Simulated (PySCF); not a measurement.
Simulation results for C2H7AlN

Calculation on a computer-drawn molecule: optimised geometry and harmonic frequencies of an isolated molecule of the commonest isotopes, restricted reference for singlets and unrestricted otherwise, frozen core in MP2. Program: PySCF 2.14.0.

```yaml
- formula: C2H7AlN
  start_structure:
    atoms_angstrom:
      - ["N", 2.4233, 0.8285, 0.8816]
      - [C, 2.3828, 0.1005, -0.3467]
      - [C, 1.9212, -1.3678, -0.2409]
      - [Al, 0.5112, -0.2935, -1.262]
      - [H, 1.5889, 0.6198, 1.4231]
      - [H, 2.5685, 1.7704, 0.7929]
      - [H, 3.2664, 0.2513, -0.9224]
      - [H, 2.5523, -2.0185, -0.8685]
      - [H, 1.7345, -1.7186, 0.7228]
      - [H, 0.3341, -0.3805, -2.8151]
      - [H, -0.5603, 0.4543, -0.4872]
  given:
    charge: 0
    multiplicity: 2
    method: HF
    basis: "cc-pV(D+d)Z"
    drawn_bonds_atom: [1, 2, 3, 1, 1, 2, 3, 3, 4, 4]
    drawn_bonds_other_atom: [2, 3, 4, 5, 6, 7, 8, 9, 10, 11]
    drawn_bonds_order: [1, 1, 1, 1, 1, 1, 1, 1, 1, 1]
  results:
    optimised_atom_element: ["N", C, C, Al, H, H, H, H, H, H, H]
    "optimised_atom_x [angstrom]": [2.52, 2.479, 1.866, 0.4144, 1.753, 2.636, 3.254, 2.468, 1.621, 0.4654, -0.7533]
    "optimised_atom_y [angstrom]": [0.8129, 0.07932, -1.277, -0.4043, 0.6327, 1.8, 0.3309, -2.002, -1.649, -0.373, 0.2956]
    "optimised_atom_z [angstrom]": [0.921, -0.2638, -0.2905, -1.313, 1.542, 0.7916, -0.9793, -0.8373, 0.7047, -2.894, -0.5029]
    "modes_frequency [cm^-1]": [130.9, 216.9, 313.8, 389.6, 431.0, 449.1, 591.8, 625.0, 742.8, 767.4, 825.8, 841.7, 961.7, 1059, 1106, 1257, 1385, 1506, 1562, 1781, 1966, 1978, 3205, 3279, 3318, 3754, 3854]
    "modes_reduced_mass [dalton]": [3.204, 1.774, 1.086, 1.52, 1.104, 2.056, 1.123, 4.165, 1.286, 1.28, 1.088, 1.401, 2.839, 1.318, 1.1, 1.588, 1.846, 1.19, 1.497, 1.14, 1.053, 1.031, 1.057, 1.109, 1.091, 1.05, 1.097]
    "rotational_constants [GHz]": [11.57, 3.58, 3.153]
    "total_energy [hartree]": -376.1310
    spin_squared: 0.7648
    "convergence_status_largest_gradient_component [hartree/bohr]": 1.579e-05
```
